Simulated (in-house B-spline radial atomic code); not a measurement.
**BP86 excitations of Pr5+**

Method: BP86. Computed with an all-electron radial atomic-structure program (B-spline basis): linear response of the closed shell [Kr] 4d10 5s2 5p6 with the functional's adiabatic kernel; scalar-relativistic (spin-free one-electron X2C), finite nucleus, no spin-orbit coupling, no double excitations, S, P, D and F terms only; shells from n = 3 respond. Only terms of natural parity with L up to 3 were computed.

Spin-orbit coupling is strong here, so these LS terms don't match observed levels.

Command:
```bash
python run_td.py task.json out
```
Settings (radii: box in bohr, nucleus in fm):
```
Z                        59
electrons                54
configuration            [Kr] 4d10 5s2 5p6
hamiltonian              x2c
method                   b88,p86
box_radius               16.35
rms_radius               4.8919
intervals                70
```

Cost of the run: 3.8 s on 1 thread of Arm Neoverse N1, on a shared host.

The lowest states, in the order of their Tamm-Dancoff energies; the method's threshold (minus the highest occupied level) is 76.90 eV. Labels give the largest channel, * marks a mixed state, and oscillator strengths are full-response dipole values. Semilocal kernels can invert the small singlet-triplet splittings of Rydberg terms. Energies in eV:

```csv
state,full response,Tamm-Dancoff,oscillator strength
5p → 4f 3D,6.278,6.363,-
5p → 4f 1D,8.358,8.528,-
5p → 5d 3P,26.156,26.223,-
5p → 5d 3F*,?,?,-
5s → 4f 3F*,?,?,-
```

Problem. Where does 5p → 5d 3F lie?

Solution. At 26.118 eV in full response, 26.227 eV in Tamm-Dancoff.

Problem. Where does 5s → 4f 3F lie?

Solution. At 27.478 eV in full response, 27.492 eV in Tamm-Dancoff.

Problem. How large is the singlet-triplet splitting of 5p → 4f (D terms) in Tamm-Dancoff?

Solution. 2.16 eV, from the unrounded values.

Problem. What polarisabilities and dispersion coefficient does the method give?

Solution. Dipole 4.566 bohr³, quadrupole 14.22 bohr⁵, C6 23.05 hartree·bohr⁶ for two such species.
